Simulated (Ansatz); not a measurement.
Consider the atomization: `FC1OCN1[SiH3]` → 2 C• + F• + 6 H• + N• + O• + Si•.

Isolated molecules relaxed with PBE0-D4/def2-TZVP in Ansatz; ΔE leaves out vibrations. CCSD(T)/CBS adds triple-zeta CCSD(T) − MP2 to the extrapolated MP2 energy (def2 sets, frozen cores). This one scheme is used for every species, atoms too. No spin–orbit coupling; open shells (•) take unrestricted orbitals. Spin–orbit coupling would lower the free atoms: a little for C, F, O, Si.

`FC1OCN1[SiH3]`:

Cartesian coordinates in Å:
```
F 1.007 -1.717 0.856
C 0.493 -0.490 1.206
O 1.488 0.484 1.273
C 0.897 1.142 0.147
N -0.189 0.175 0.147
Si -1.217 -0.439 -1.100
H -0.043 -0.656 2.146
H 0.594 2.165 0.391
H 1.552 1.133 -0.733
H -0.490 -1.157 -2.182
H -2.175 -1.362 -0.447
H -1.917 0.723 -1.703
```

```csv
level,ΔE (eV)
SCS-MP2/def2-TZVPP,45.42
CCSD/def2-TZVPP,43.84
```

(1) What does CCSD(T)/CBS give? (Best estimate.)

Largest T1 diagnostic among the species: 0.012.

## Answers

(1) Ansatz gave: +46.01 eV. The listed levels differ from it by -0.59, -2.17 eV.

In def2-TZVPP, CCSD(T) changes the Hartree–Fock value by +12.90 eV (the triples alone add +0.81 eV) and MP2 by +13.90 eV; breaking electron pairs costs correlation energy, which Hartree–Fock lacks. The D4 term adds +0.42 eV with B3LYP and +0.22 eV with PBE0; it sums over pairs of atoms, weighted by their polarisabilities, and B3LYP, whose exchange is more repulsive, gets the larger term. From PBE to PBE0 (25 % exact exchange), in def2-TZVPP and without D4, ΔE moves by −1.13 eV: exact exchange takes away binding that semilocal exchange gives to molecules.

B3LYP here is the variant with VWN-RPA as its local correlation; programs differ in this.

For atomizations the MP2-based limit and the directly extrapolated one differ by several kJ/mol either way, and by 10 to 25 for some Ge, Se and Sn compounds, so smaller differences from it don't rank the levels.
